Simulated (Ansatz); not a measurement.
The lowest singlet and triplet of AsH (SMILES [AsH]); geometries from B3LYP-D3(BJ)/def2-TZVP, each state relaxed from the structure named, with no frequency check, low spin by broken symmetry.
Singlet (charge 0, multiplicity 1):
```xyz
2

As     0.000     0.000    -0.045
H      0.000     0.000     1.490
```

A positive gap puts the triplet lower; no zero-point energy. R- takes a restricted singlet, here one determinant of a half-filled degenerate or near-degenerate pair, which mixes singlet states. U- takes an unrestricted singlet (broken symmetry where lower, unprojected). The triplet is unrestricted in single-reference levels. Active spaces average the two states.

Cores are frozen in the correlated methods. Filled d and f shells under p-block atoms count as core.

Codes used: Ansatz (a first-principles code). 

```json
[
 {"level": "R-HF/cc-pVTZ", "gap E(singlet) − E(triplet), vertical, at the singlet's geometry (kJ/mol)": "183.4"},
 {"level": "R-wB97X-V/def2-TZVPP", "gap E(singlet) − E(triplet), vertical, at the singlet's geometry (kJ/mol)": "115.2"},
 {"level": "U-B2PLYP/def2-TZVPP (spin-contaminated)", "gap E(singlet) − E(triplet), vertical, at the singlet's geometry (kJ/mol)": "32.9"},
 {"level": "R-SCS-MP2/cc-pVDZ", "gap E(singlet) − E(triplet), vertical, at the singlet's geometry (kJ/mol)": "147.3"},
 {"level": "R-CCSD/cc-pVTZ", "gap E(singlet) − E(triplet), vertical, at the singlet's geometry (kJ/mol)": "121.4"},
 {"level": "R-CCSD(T)/cc-pVQZ", "gap E(singlet) − E(triplet), vertical, at the singlet's geometry (kJ/mol)": "108.3"},
 {"level": "SA-CASSCF(6,5)/cc-pVDZ", "gap E(singlet) − E(triplet), vertical, at the singlet's geometry (kJ/mol)": "126.2"},
 {"level": "FIC-NEVPT4(SD) on SA-CASSCF(6,5)/cc-pVTZ", "gap E(singlet) − E(triplet), vertical, at the singlet's geometry (kJ/mol)": "93.8"},
 {"level": "FIC-MRCISD+Q on SA-CASSCF(6,5)/cc-pVQZ", "gap E(singlet) − E(triplet), vertical, at the singlet's geometry (kJ/mol)": "(withheld)"}
]
```

Task: What belongs in the gaps?

Result: 
- FIC-MRCISD+Q on SA-CASSCF(6,5)/cc-pVQZ, gap E(singlet) − E(triplet), vertical, at the singlet's geometry (kJ/mol): 87.2

Doubts at one or more of the structures used: a restricted determinant that unrestricted orbitals would lower (R-HF/cc-pVTZ, R-wB97X-V/def2-TZVPP, R-SCS-MP2/cc-pVDZ, R-CCSD/cc-pVTZ, R-CCSD(T)/cc-pVQZ).
